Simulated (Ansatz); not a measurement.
H9NSi3, quintet, geometry from GFN2-xTB of the parent state (a higher spin typed on purpose: for a closed-shell molecule this is an excited state); HF/STO-3G (Ansatz, a first-principles code).

The Ansatz input:
Ansatz 0.2 input:
```yaml
crystal:
  periodic: [false, false, false]
  atoms:
    - {symbol: Si, position_ang: [0.28868750, 1.64583193, 0.48110053]}
    - {symbol: N, position_ang: [0.02367157, 0.03080070, -0.12298382]}
    - {symbol: Si, position_ang: [-1.60649102, -0.51260279, -0.42424747]}
    - {symbol: Si, position_ang: [1.31079720, -1.14234554, -0.02045228]}
    - {symbol: H, position_ang: [-0.67254000, 2.52656514, -0.17917269]}
    - {symbol: H, position_ang: [0.09677589, 1.68935227, 1.93547175]}
    - {symbol: H, position_ang: [1.65958549, 2.02313901, 0.14362745]}
    - {symbol: H, position_ang: [-2.35105454, 0.61489084, -0.98101789]}
    - {symbol: H, position_ang: [-1.53396418, -1.61402151, -1.38196699]}
    - {symbol: H, position_ang: [-2.23591029, -0.96736359, 0.82112143]}
    - {symbol: H, position_ang: [1.35484269, -1.74248435, 1.31813396]}
    - {symbol: H, position_ang: [1.04980862, -2.17176969, -1.02433519]}
    - {symbol: H, position_ang: [2.56484375, -0.44628347, -0.30058594]}
basis:
  gaussian:
    orbitals: STO-3G
hamiltonian:
  xc: hf
magnetization: {spin_polarized: true, initial_magnetization: 4}
```

Output, abridged:

```
Functional definition: HF
478 factors; integrals over basis functions are off by at most 2.8e-5 eV
mean field evaluation 1: about -24894.4786 eV, gradient 1.1e1 eV
mean field evaluation 2: about -24894.6465 eV, gradient 1.1e1 eV
mean field evaluation 4: about -24897.1951 eV, gradient 3.6e0 eV
mean field evaluation 8: about -24899.0477 eV, gradient 9.2e-1 eV
mean field evaluation 16: about -24899.1005 eV, gradient 1.6e-2 eV
mean field evaluation 32: about -24900.1715 eV, gradient 3.0e-2 eV
mean field evaluation 64: about -24899.3272 eV, gradient 7.6e0 eV
mean field evaluation 96: about -24897.6645 eV, gradient 4.1e0 eV
mean field evaluation 128: about -24897.2382 eV, gradient 1.8e0 eV
mean field evaluation 160: about -24895.4411 eV, gradient 5.6e0 eV
mean field evaluation 192: about -24894.1448 eV, gradient 7.6e0 eV
mean field -24900.80139427 eV, -915.0875728699 hartree, gradient 2.2e-6 eV, S^2 6.003578; 7 other end points of the search recorded, 0 dependent functions left out
reference -24900.80139427 eV, -915.0875728699 hartree; 31, 27 occupied and 10, 14 virtual orbitals, 478 factors
Total energy: -24900.80139427 eV, -915.0875728699 hartree
```
